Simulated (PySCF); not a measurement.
**C2H9FSi4: full NMR table**

```yaml
Formula: C2H9FSi4
SMILES: C#C[SiH2][Si](F)([SiH3])[SiH3]
Point_group_of_the_computed_structure: Cs
Degrees_of_unsaturation: 2
Carbon_signals: 2
Proton_signals: 3
```

Structure with atom numbers: `[CH:1]#[C:2][SiH2:3][Si:4]([F:5])([SiH3:6])[SiH3:7]`; H(Xn) means a hydrogen on atom n.

One averaged value for each set of equivalent atoms, one computed conformer, non-relativistic, isolated molecule. GFN2-xTB geometry; PBE0/pcSseg-1 with gauge-including orbitals; PySCF.

δ = σ(ref) − σ, references computed at the same level: $^{1}$H (σ = 31.72 ppm) and $^{13}$C (σ = 186.93 ppm) and $^{29}$Si (σ = 349.16 ppm) vs TMS; $^{19}$F (σ = 170.95 ppm) against CFCl3.

| carbon | δC, type | δH (multiplicity) | HMBC from (2–3 bonds) | span of the C tensor (ppm) |
| --- | --- | --- | --- | --- |
| C1 | 108.1, CH | 1.89 (t) | H(Si3) | 252 |
| C2 | 82.4, C | – | H(Si3), H(C1) | 278 |

Other nuclei:
| atoms | nucleus | environment | δ (ppm) | σ (ppm) |
| --- | --- | --- | --- | --- |
| H(Si3) | $^{1}$H | hydrogen on a silicon bonded to C, Si | 4.67 | 27.04 |
| H(Si6)/H(Si7) | $^{1}$H | hydrogen on a silicon bonded to Si | 3.73 | 27.99 |
| F5 | $^{19}$F | fluorine bonded to Si | -276.0 | 446.9 |
| Si4 | $^{29}$Si | silicon bonded to F, 3 Si | 47.8 | 301.3 |
| Si3 | $^{29}$Si | silicon bonded to C, Si, 2 H | -98.8 | 447.9 |
| Si6/Si7 | $^{29}$Si | silicon bonded to Si, 3 H | -112.2 | 461.4 |

- Carbon types of the structure: 1 × C, 1 × CH, leaving 8 H on heteroatoms.
- δC 108.1: terminal alkyne carbon.
- δC 82.4: alkyne carbon; the triple bond shields along its axis, which puts it between sp3 and sp2 carbons.
- δH 4.67: hydrogen on a silicon bonded to C, Si.
- δH 3.73: hydrogen on a silicon bonded to Si.
- δH 1.89: hydrogen on a terminal alkyne carbon; it lies on the axis of the triple bond, in its shielding cone.

Splittings by $^{19}$F in the carbon and heteronuclear signals aren't shown, as no couplings were computed. Shifts are as computed. Against solution values, carbons near 30 ppm lie about +3 ppm off and those near 130 ppm about +5 ppm. Of 1211 compounds with measured shifts, 218 miss one by over three times the rms of a fit or turn the order of signals round; such compounds aren't used in these exercises. Unscaled 19F shifts against computed CFCl3 carry errors that often reach 10 to 50 ppm. No couplings were computed; multiplicities are counted from neighbouring protons, with m where these are inequivalent, close in shift, in a saturated or five-membered ring or joined by F or P, and br s for small geminal =CH2 splittings.
